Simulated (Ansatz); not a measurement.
CH3BOS (`OBC=S`), relaxed with RKS PBE-D4/def2-SVP in Ansatz 0.2.0 from a rough embedded geometry. The force threshold is 0.03 eV/Å; the program also tests the step.

Charge 0, multiplicity 1.

Start:

```xyz
7

O     0.127   -0.822    1.329
B    -0.086   -0.614   -0.043
C     0.246    0.774   -0.653
S     0.823    1.844    0.057
H    -0.731   -0.603    1.811
H    -0.494   -1.498   -0.728
H     0.114    0.919   -1.772
```

```tsv
step	energy (eV)	largest force (eV/Å)	largest move (Å)
1	-14626.9223	14.650	0.000
2	-14628.2620	5.816	0.125
3	-14628.5908	2.342	0.141
4	-14628.7754	1.248	0.166
5	-14629.0175	1.673	0.196
6	-14629.0789	2.459	0.199
7	-14629.3101	0.372	0.133
8	-14629.3287	0.213	0.162
9	-14629.3343	0.184	0.042
10	-14629.3376	0.165	0.048
11	-14629.3507	0.101	0.171
12 (rejected)	-14629.3422	0.567	0.195
13	-14629.3588	0.068	0.097
14	-14629.3633	0.189	0.097
15	-14629.3712	0.214	0.150
16	-14629.3764	0.213	0.078
17 (rejected)	-14629.3742	0.456	0.114
18	-14629.3827	0.158	0.057
19	-14629.3878	0.154	0.099
20 (rejected)	-14629.3854	0.209	0.102
21	-14629.3906	0.064	0.051
22	-14629.3917	0.026	0.034
23	-14629.3923	0.060	0.047
24 (rejected)	-14629.3920	0.059	0.027
25	-14629.3925	0.024	0.013
```

End:

```xyz
7

O    -0.840   -0.412    1.186
B    -0.060   -0.476    0.071
C     0.161    0.834   -0.764
S     1.641    1.483   -0.489
H    -0.829   -1.246    1.689
H     0.500   -1.513   -0.253
H    -0.572    1.330   -1.439
```

It took 35 s on 2 threads of an Arm Neoverse V1 on a shared host, with 0.14 GiB of host memory at the peak.
